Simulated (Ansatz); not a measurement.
`[Cl][SnH2][GeH3]` at its PBE0-D4/def2-TZVP geometry, where that method's forces vanish. The species carries charge 0 and has multiplicity 1. Sn takes the def2 core potential.

```xyz
8

Cl    0.1026    1.2031   -2.5609
Sn   -0.9749    0.4389   -0.6234
Ge    0.9094   -0.5448    0.8657
H    -1.7548    1.8123    0.0215
H    -2.1221   -0.6979   -1.1728
H     1.5946   -1.6933    0.1144
H     0.3153   -1.0760    2.1800
H     1.9300    0.5576    1.1755
```

**Question.** What forces (eV/Å) does ωB97M-V/def2-TZVPP give on these atoms in Ansatz 0.2.0? (Estimate.)

**Answer.** Computed: 
```
Cl1  0.001 -0.003  0.006
Sn2 -0.057 -0.024  0.067
Ge3  0.000  0.000  0.001
H4   0.059 -0.106 -0.046
H5   0.087  0.085  0.045
H6  -0.055  0.091  0.058
H7   0.047  0.043 -0.106
H8  -0.081 -0.086 -0.025
```
